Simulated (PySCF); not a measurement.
BrCdHSe. Atoms are numbered in the order given.

```xyz
4

Cd    -0.0090     0.0087     0.0000
Br     0.0065     2.4280     0.0000
Se    -0.0362    -2.4389     0.0000
H      1.4369    -2.4716     0.0000
```
Charge 0, spin multiplicity 1.

Geometry optimised at r2SCAN-D4/def2-SVP. The def2 effective core potentials stand for the cores of Cd; spin–orbit coupling is left out. The values are those of a single conformer.

These are r2SCAN-D4/def2-SVP (PySCF) values and carry that method's errors.

Frequencies are harmonic and unscaled.

| mode | ν (cm⁻¹) | IR (km/mol) | moving atoms (share of kinetic energy) |
|---|---|---|---|
| 1 | 62 | 4.3 | Cd 58 %, Br 21 %, Se 20 % |
| 2 | 64 | 3.8 | Cd 59 %, Br 21 %, Se 20 % |
| 3 | 196 | 0.6 | Se 53 %, Br 46 % |
| 4 | 308 | 33.5 | Cd 59 %, Br 24 %, Se 17 % |
| 5 | 577 | 0.4 | H 98 % |
| 6 | 2425 | 7.5 | H 99 % |
